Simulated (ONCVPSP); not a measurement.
**Al (Z = 13), ONCV: configuration errors across variants**

- Element: aluminium
- Generator: ONCVPSP 4.0.1
- Type: optimised norm-conserving Vanderbilt (ONCV)
- Functional: LDA (Perdew-Zunger)
- Relativity: scalar-relativistic
- Frozen core: [Ne]
- Valence charge: 3
- Reference configuration: 3s2 3p1
- Partial waves: 3s: rc 2.00 bohr, ncon 4, nbas 7, qcut 3.8 1/bohr, 2 projectors, debl 0.4 Ha; 3p: rc 2.60 bohr, ncon 3, nbas 8, qcut 2.7 1/bohr, 2 projectors, debl 3.7 Ha; d scattering state at 0.41 Ha: rc 2.15 bohr, ncon 4, nbas 8, qcut 4 1/bohr, 2 projectors, debl 1.6 Ha
- Local potential: polynomial inside 1.95 bohr (lpopt 5, dvloc0 4 Ha)
- Core correction: polynomial model core, fcfact 0.6

All-electron excitation energies from the reference (eV): (1) 3s2 3p0 5.847; (2) 3s1 3p0 25.224; (3) 3s2 3p0.5 2.125; (4) 3s1 3p2 5.155.

Errors AE − PS in meV (a dash: test not solved or not reliable):

```tsv
change	(1)	(2)	(3)	(4)	bound ghosts	GHOST(+) flags above zero
base	0.0	+2.3	0.0	+0.1	none	none
p: rc 1.84; local potential polynomial inside 1.84 bohr (lpopt 5, dvloc0 4 Ha)	+0.5	+6.1	0.0	-1.1	none	none
p: rc 2.02	+0.9	+6.4	+0.2	-1.3	none	none
p: rc 2.22	+0.8	+5.3	+0.2	-0.9	none	none
p: rc 2.46	+0.3	+3.4	+0.1	-0.2	none	none
p: rc 2.7	-0.2	+1.7	0.0	+0.3	none	none
p: rc 2.94	+0.5	+3.8	-3.2	-6.8	none	p
p: rc 3.12	+0.3	+3.2	-3.6	-7.2	none	p
p: rc 3.62	+1.5	+7.8	-3.8	-8.8	none	p
p: rc 3.84	+3.0	+13	-3.1	-9.1	none	p
```

**Question.** Give the same row for: p: rc 3.36.

**Answer.** +0.4, +4.1, -3.9, -7.9; bound ghosts: none; GHOST(+) flags above zero: p.
